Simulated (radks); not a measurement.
The numbers below are computed, except where a source is named.
Ionisation ladder of germanium, from Ge22+ to Ge31+. Each ion is in the ground configuration listed by NIST, and IE = E(next ion) - E(this ion), with E = 0 for the bare nucleus. Code: a radial shooting solver on a logarithmic mesh with Libxc functionals. Model: scalar-relativistic Kohn-Sham, BLYP, spin-polarised, spherical densities, finite nucleus; open shells are filled with parallel spins first; Fermi nuclear charge, rms radius 4.0742 fm.

| species | configuration | E (hartree) | IE, Delta-SCF (eV) | -e(HOMO) (eV) | HOMO | <r> HOMO (bohr) | IE, NIST (eV) | kind | error (eV) |
|---|---|---|---|---|---|---|---|---|---|
| Ge22+ | [Ne] | -1804.39370 | 2190.3 | 2130.0 | 2p | 0.180 | 2178.2 | exp. | +12.1 |
| Ge23+ | [He] 2s2 2p5 | -1723.89993 | 2312.2 | 2251.6 | 2p down | 0.177 | 2304 | semi-emp. | +8.2 |
| Ge24+ | [He] 2s2 2p4 | -1638.92961 | 2433.3 | 2373.4 | 2p down | 0.175 | 2439 | semi-emp. | -5.7 |
| Ge25+ | [He] 2s2 2p3 | -1549.50700 | 2600.5 | 2535.5 | 2p up | 0.171 | 2575 | semi-emp. | +25.5 |
| Ge26+ | [He] 2s2 2p2 | -1453.94189 | 2731.3 | 2666.2 | 2p up | 0.169 | 2737 | semi-emp. | -5.8 |
| Ge27+ | [He] 2s2 2p1 | -1353.56689 | 2860.9 | 2796.9 | 2p up | 0.167 | 2882 | semi-emp. | -21.0 |
| Ge28+ | [He] 2s2 | -1248.42902 | 3071.8 | 3024.0 | 2s | 0.193 | 3074 | semi-emp. | -2.2 |
| Ge29+ | [He] 2s1 | -1135.54173 | 3199.5 | 3150.2 | 2s up | 0.191 | 3194.3 | theory | +5.2 |
| Ge30+ | [He] | -1017.96172 | 13574.7 | 13374.7 | 1s | 0.0466 | 13557.4 | theory | +17.3 |
| Ge31+ | 1s1 | -519.10072 | 14125.5 | 13921.4 | 1s up | 0.0460 | 14119.4 | theory | +6.0 |

Reference values: NIST Atomic Spectra Database (exp. = measured, semi-emp. = semi-empirical, theory = theoretical value adopted there). The ionisation energy per charge of the ion left behind rises most, in proportion, at Ge30+ ([He]), from 106.65 to 437.89 eV. Against the entries that are not theoretical the mean signed error is +0.1 % and the largest +1.0 %. Open shells are spherical and high-spin; term and fine-structure splittings are not resolved.
